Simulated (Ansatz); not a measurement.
`[SiH3][O][In]([SH])[Br]` + CH₄ → `[CH3][In]([SH])[Br]` + `O[SiH3]`  (formal exchange of groups at the In–O bond)

Gas-phase electronic energies from Ansatz, PBE0-D4/def2-TZVP geometries. CCSD(T)/CBS adds triple-zeta CCSD(T) − MP2 to the extrapolated MP2 energy (def2 sets, frozen cores). This one scheme is used for every species. DFT in def2-TZVPP. def2 core potentials past Kr. For Br, In outer-core shells are correlated without core-valence functions, which leaves a few kJ/mol of doubt a bond. Scalar relativity is left out up to krypton. Each species was taken in one conformer, which may not be the lowest.

| level | ΔE (kcal/mol) |
| --- | --- |
| PBE-D4 | 11.2 |
| r2SCAN-D4 | 13.0 |
| B2PLYP | 13.2 |
| PBE0 | 10.6 |
| HF/def2-TZVPP | 15.1 |
| CCSD(T)/def2-TZVPP | 12.9 |
| HF/def2-QZVPP | 15.5 |
| MP2/def2-QZVPP | 12.9 |

Q: What does CCSD(T)/CBS give? (Best estimate.)

A: Computed: +13.5 kcal/mol. The listed levels differ from it by -2.3, -0.5, -0.3, -2.9, 1.6, -0.6, 2.0, -0.6 kcal/mol.

Largest T1 diagnostic among the species: 0.013.

In def2-TZVPP, CCSD(T) changes the Hartree–Fock value by −2.3 kcal/mol (the triples alone add +0.1 kcal/mol) and MP2 by −2.7 kcal/mol. The D4 term adds +1.0 kcal/mol with B3LYP and +0.6 kcal/mol with PBE0; it sums over pairs of atoms, weighted by their polarisabilities, and B3LYP, whose exchange is more repulsive, gets the larger term.

B3LYP here is the variant with VWN-RPA as its local correlation; programs differ in this.
